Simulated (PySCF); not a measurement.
PW91 on Pb (lead, neutral), [Xe] 4f14 5d10 6s2 6p1 6d1, one real determinant (an excited configuration). All numbers are calculated (PySCF 2.14, a scalar-relativistic core potential, in aug-cc-pwCVDZ-PP with ECP60MDF (6s5p4d1f, 48 functions)).

```
cycle= 1 E= -192.735064938398  delta_E= -0.012  |g|= 0.0205  |ddm|= 0.774
cycle= 2 E= -192.735098727702  delta_E= -3.38e-05  |g|= 0.0165  |ddm|= 0.0693
cycle= 3 E= -192.735162253833  delta_E= -6.35e-05  |g|= 0.00106  |ddm|= 0.0368
cycle= 4 E= -192.735162755702  delta_E= -5.02e-07  |g|= 9.15e-05  |ddm|= 0.00437
cycle= 5 E= -192.735162759092  delta_E= -3.39e-09  |g|= 5.21e-06  |ddm|= 0.0003
cycle= 6 E= -192.735162759114  delta_E= -2.23e-11  |g|= 4.09e-07  |ddm|= 3.45e-05
converged SCF energy = -192.735162759114  <S^2> = 2.0008789  2S+1 = 3.0005858
```

Highest occupied orbital energy: 0.272 eV; ⟨L²⟩ = 8.00; populations by l: s 4.00, p 7.00, d 11.00, f 0.00.

(1) Can this result be used?

Answers

(1) Not for this state. Self-consistency was reached. ⟨L²⟩ = 8.00 against 12 for a pure F term, so this real determinant mixes terms. Energies and moments cover only the electrons outside the core potential. Spin-orbit coupling, absent here, splits the open shell strongly. The outer electron is Rydberg-like, and this basis confines it to a smaller radius and binds it less than a complete one would. At PW91 the highest occupied level has a positive energy, so only the finite basis holds that electron; for this excited configuration the basis is too tight for the outer shell.
